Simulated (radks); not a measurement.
Values are calculated unless marked as measured or tabulated.
Trend from N+ to Bi+: ionisation energy by Delta-SCF between NIST ground configurations, and size. Level of theory: scalar-relativistic Kohn-Sham, r2SCAN, spin-polarised, spherical densities, finite nucleus; open shells are filled with parallel spins first (spin-orbit coupling, left out, can overturn this in heavy ions); meta-GGA in the generalised Kohn-Sham scheme; Fermi nuclear charge, rms radius of each element as measured or else 0.836 A^(1/3) + 0.57 fm (a radial shooting solver on a logarithmic mesh with Libxc functionals).

species	configuration	configuration of the ion	IE (eV)	NIST (eV)	kind	-e(HOMO) (eV)	outermost	<r> outermost (bohr)	r at 0.001 e/bohr^3 (bohr)
N+	[He] 2s2 2p2	[He] 2s2 2p1	30.381	29.601	semi-emp.	22.520 (2p)	2s	1.28	2.98
P+	[Ne] 3s2 3p2	[Ne] 3s2 3p1	20.057	19.769	semi-emp.	15.320 (3p)	3p	2.11	3.81
As+	[Ar] 3d10 4s2 4p2	[Ar] 3d10 4s2 4p1	18.856	18.589	exp.	14.434 (4p)	4p	2.28	3.92
Sb+	[Kr] 4d10 5s2 5p2	[Kr] 4d10 5s2 5p1	16.761	16.63	exp.	12.940 (5p)	5p	2.64	4.25
Bi+	[Hg] 6p2	[Hg] 6p1	15.995	16.703	exp.	12.354 (6p)	6p	2.76	4.31

Reference values: NIST Atomic Spectra Database (exp. = measured, semi-emp. = semi-empirical, theory = theoretical value adopted there). Open shells are spherical and high-spin; term and fine-structure splittings are not resolved. Spin-orbit splitting is averaged out at the scalar-relativistic level.
